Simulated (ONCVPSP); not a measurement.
**fluorine (F): variants of one ONCV potential**

Base potential:

| Property | Result |
| --- | --- |
| Element | fluorine (F) |
| Generator | ONCVPSP 4.0.1 |
| Type | optimised norm-conserving Vanderbilt (ONCV) |
| Functional | PBE |
| Relativity | non-relativistic |
| Frozen core | [He] |
| Valence charge | 7 |
| Reference configuration | 2s2 2p4 (charge +1) |
| Partial waves | 2s: rc 0.85 bohr, ncon 5, nbas 9, qcut 7.9 1/bohr, 3 projectors, debl 1.9 Ha; 2p: rc 1.40 bohr, ncon 3, nbas 6, qcut 12.1 1/bohr, 2 projectors, debl 4 Ha |
| Local potential | polynomial inside 0.75 bohr (lpopt 1, dvloc0 2 Ha) |
| Core correction | none |

Cutoffs, loose and tight: the cutoffs (Ha) at which the residual kinetic energy of the hardest occupied pseudo-wave falls to 1 and 0.1 mHa per electron. They do not see the model core or the augmentation charge, which bear on the density cutoff. Test errors are all-electron minus pseudo excitation energies from the reference, over the configurations 2s2 2p5; 2s2 2p3; 2s2 2p2; 2s1 2p6. A dash means not determined; rows that change the core or the reference have their own tests.

A true bound ghost makes a file unfit for plane-wave use even where its test errors are small: the radial tests pick states by their node count and pass the ghost by.

```tsv
change	outcome	cutoff, loose	cutoff, tight	bound ghosts	GHOST(+) flags above zero	largest test error (meV)
base	generated	216 Ha	299 Ha	s	none	+533
s: rc 0.76	generated	284 Ha	374 Ha	s	none	+525
s: rc 0.88	generated	155 Ha	277 Ha	s	none	+536
s: rc 1	generated	62 Ha	205 Ha	s	none	+550
s: rc 1.08	generated	39 Ha	165 Ha	s	none	+563
```

Q: What comes out with this change to the base: s: rc 1.18?

A: outcome: generated; cutoff, loose: 39 Ha; cutoff, tight: 87 Ha; bound ghosts: none; GHOST(+) flags above zero: s; largest test error (meV): +577.

Q: What comes out with this change to the base: s: rc 0.64; local potential polynomial inside 0.64 bohr (lpopt 1, dvloc0 2 Ha)?

A: outcome: generated; cutoff, loose: 182 Ha; cutoff, tight: 432 Ha; bound ghosts: s; GHOST(+) flags above zero: s; largest test error (meV): +520.

Reading the sweep of the s radius (base included, trends over the rows without a ghost): Bound ghosts are found at 0.64, 0.76, 0.85, 0.88, 1, 1.08 bohr.
